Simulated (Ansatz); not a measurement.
Input for Ansatz (a first-principles code): R-r2SCAN/def2-TZVPP on AlH3 (SMILES [AlH3]), atoms moved off the minimum.

Ansatz 0.2 input:
```yaml
crystal:
  periodic: [false, false, false]
  atoms:
    - {symbol: Al, position_ang: [-0.17055077, 0.01200027, 0.02546649]}
    - {symbol: H, position_ang: [0.73142883, -0.45324207, 1.27728905]}
    - {symbol: H, position_ang: [-0.39823868, 1.49333548, -0.27388182]}
    - {symbol: H, position_ang: [-0.38193883, -1.03054170, -1.14510375]}
basis:
  gaussian:
    orbitals: def2-TZVPP
hamiltonian:
  xc: {name: r2SCAN}
scf: {lower_state_search: off}
output: {forces: true}
```

It printed:

```
WARN ansatz: RAYON_NUM_THREADS=1 ignored (pool sized by the plan → 1); use --threads N
Functional definition: r2SCAN
these checks for a lower state are left out or cut short: stability, starts, cluster_reference, orbital_swaps, neighbouring_geometries, increment
integrals: 0.01 GiB planned
446 factors; their error is unknown
mean field: 0.16 GiB planned
mean field evaluation 1: about -6643.3728 eV, gradient 1.3e1 eV
mean field evaluation 2: about -6643.9476 eV, gradient 5.5e0 eV
mean field evaluation 4: about -6644.0538 eV, gradient 6.1e-2 eV
mean field evaluation 8: about -6644.0491 eV, gradient 8.9e-4 eV
mean field -6644.04910065 eV, -244.1643009508 hartree, gradient 7.0e-6 eV, S^2 0.000000; 0 other end points of the search recorded, 0 dependent functions left out
the calculation of the forces begins
reference -6644.04911270 eV, -244.1643013936 hartree; 8, 8 occupied and 76, 76 virtual orbitals, 446 factors
Total energy: -6644.04911270 eV, -244.1643013936 hartree
Atom 0 at    -0.170551     0.012000     0.025466 Å, force     1.032337    -0.804491     0.010352 eV/Å
Atom 1 at     0.731429    -0.453242     1.277289 Å, force    -0.414512     0.108242    -0.096991 eV/Å
Atom 2 at    -0.398239     1.493335    -0.273882 Å, force    -0.356335     0.787769     0.020608 eV/Å
Atom 3 at    -0.381939    -1.030542    -1.145104 Å, force    -0.261491    -0.091519     0.066031 eV/Å
Dipole moment:    -0.151977     0.014268     0.069573 e Å
Checks for a lower state left out: stability, starts, cluster_reference, orbital_swaps, neighbouring_geometries, increment
```

The calculation finished and met its thresholds.

Cost: roughly 0.3 core-seconds.
